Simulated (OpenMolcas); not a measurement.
A convergence study on SiF4 (silicon tetrafluoride)

SiF4 has 5 atoms, charge 0, and is taken as a singlet. As SMILES, `F[Si](F)(F)F`. The coordinates come from a GFN2-xTB relaxation.

```xyz
5

F     0.1418   -0.7926    1.3429
Si    0.0003    0.0001   -0.0001
F    -1.0501    1.1466    0.1845
F    -0.4770   -0.9702   -1.1332
F     1.3850    0.6161   -0.3940
```

Program: OpenMolcas 26.06. Method: PW6B95/def2-SVP. Swept: integration grid. Watched: the LUMO energy. Each run: energy. Hardware: 1 thread of Arm Neoverse V2, shared host.

The last row is the best point of the sweep, not the limit.

Q: The candidates, from coarse to fine: Coarse; SG1Grid; Fine; UltraFine. Estimate which is the coarsest that holds the LUMO energy within 0.001 eV of the last.

A: Fine: it is 0.0006 eV off and takes 5.4 s, against 10 s for UltraFine.

```json
{"integration grid": "Coarse", "value (eV)": "0.6302", "from the best (eV)": "+0.0062", "wall time": "3.9 s"}
{"integration grid": "SG1Grid", "value (eV)": "0.6265", "from the best (eV)": "+0.0025", "wall time": "4.2 s"}
{"integration grid": "Fine", "value (eV)": "0.6234", "from the best (eV)": "-0.0006", "wall time": "5.4 s"}
{"integration grid": "UltraFine", "value (eV)": "0.6240", "from the best (eV)": "0.0000", "wall time": "10 s"}
```
